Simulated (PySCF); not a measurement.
**Ionisation energy along the 5-electron series**

Calculated with PySCF 2.14 and a two-component X2C-1e Hamiltonian (Gaussian nucleus, no Breit or QED terms), each ion in its own even-tempered basis scaled to its charge; GMP2 freezes nothing and drops the highest virtual spinors. Values in eV. NIST values: (m) measured, (s) semi-empirical, (t) theoretical.

```
    ion  configuration  GHF (spin-free)  GMP2 (spin-free)  GHF (screened spin-orbit)  GMP2 (screened spin-orbit)           NIST
Pm(56+)   [He] 2s2 2p1          11712.5           11711.9                    12148.0                     12146.0  12136 ± 5 (t)
Sm(57+)   [He] 2s2 2p1          12131.6           12131.1                    12600.3                     12598.2  12588 ± 6 (t)
Eu(58+)   [He] 2s2 2p1          12558.6           12558.1                    13062.5                     13060.4  13050 ± 6 (t)
```

Between Z = 61 and Z = 63 the GMP2 (screened spin-orbit) value grows as Z to the power 2.25.
